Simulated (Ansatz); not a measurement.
Molecule: sum formula NbOF (charge 0, triplet). The spin state was set by rule; other spins were not relaxed. 
Geometry from a B3LYP-D3(BJ)/def2-TZVP (Ansatz, a first-principles code) optimisation:
```
Nb
O 1 1.6976
F 1 1.9020 2 117.51
```
Charge 0, spin multiplicity 3.

Wanted: atomisation energy (electronic, to ground-state atoms), in kJ/mol. Valence correlation only, unless marked. Open shells are spin-unrestricted. Spin-orbit coupling is left out. The frozen core is the preceding noble-gas configuration, with the filled d and f shells of earlier blocks. Past Kr the def2 sets carry scalar-relativistic core potentials. STO-3G rows are all-electron and non-relativistic. The coupled-cluster limit lacks core correlation, which all-electron functionals hold. Basis-set limits of correlation are two-point, X^-3; Hartree-Fock from the larger set. [CCSD(T)-MP2]/basis is that difference in the basis named.

| level | program | atomisation energy (kJ/mol) |
|---|---|---|
| revPBE-D3(BJ)/def2-TZVPD | Ansatz + dftd3 | 1330.2 |
| r2SCAN0/def2-TZVPD | Ansatz | 1198.7 |
| HSE06-D4/def2-TZVPD | Ansatz + dftd4 | 1262.1 |
| RI-MP2/def2-QZVPP | Ansatz | 1394.4 |

Question: What does RI-MP2/CBS(def2-TZVPPD,def2-QZVPPD)+[CCSD(T)-MP2]/def2-TZVPPD (Ansatz) give?

Answer: 1315.4 kJ/mol
